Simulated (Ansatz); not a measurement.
Cartesian coordinates (Å):
```xyz
11

C      2.2866     0.5675     0.0505
Si     0.6548     0.8489     0.4132
S     -0.6769    -0.9061     0.6007
C     -1.8386    -0.4329    -0.7068
O      0.1054    -2.0770     0.1162
H      2.6296    -0.4365    -0.1717
H      3.0199     1.3627    -0.0092
H      0.0417     2.1434     0.7974
H     -2.5891    -1.2238    -0.7477
H     -2.3153     0.5137    -0.4419
H     -1.3183    -0.3599    -1.6615
```
Charge 0, multiplicity 1.

The numbers are results of frozen-core CCSD(T)/def2-TZVPP // PBE0-D3(BJ)/def2-TZVP (Ansatz, a program for electronic structure), not measurements. The restricted HF reference is unstable towards unrestricted orbitals.

The HF energy is -840.53442 Ha and the MP2 correlation energy is -0.88315 Ha.

**Question.** Estimate the CCSD correlation energy, the (T) correction, the total energy and the T1 diagnostic.

**Answer.** 
CCSD correlation energy: -0.92591 Ha
(T) correction: -0.04448 Ha
CCSD(T) total energy: -841.50481 Ha
T1 diagnostic: 0.017
